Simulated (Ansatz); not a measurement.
`[CH3][Al]([Cl])[Cl]`. Total charge 0; spin multiplicity 1.

```xyz
7

C     0.9725   -0.0533    0.0052
Al   -0.9519    0.0699   -0.0047
Cl   -2.1470   -1.6448   -0.0349
Cl   -1.9540    1.9039    0.0135
H     1.4411    0.9321    0.0228
H     1.3143   -0.6171    0.8778
H     1.3249   -0.5907   -0.8797
```

Problem. List the harmonic frequencies (cm⁻¹, unscaled) at PBE0-D4/def2-TZVP in Ansatz. (Best estimate.)

Solution. Ansatz gave: 10, 150, 153, 190, 423, 572, 665, 700, 722, 1224, 1437, 1440, 3049, 3127, 3150.
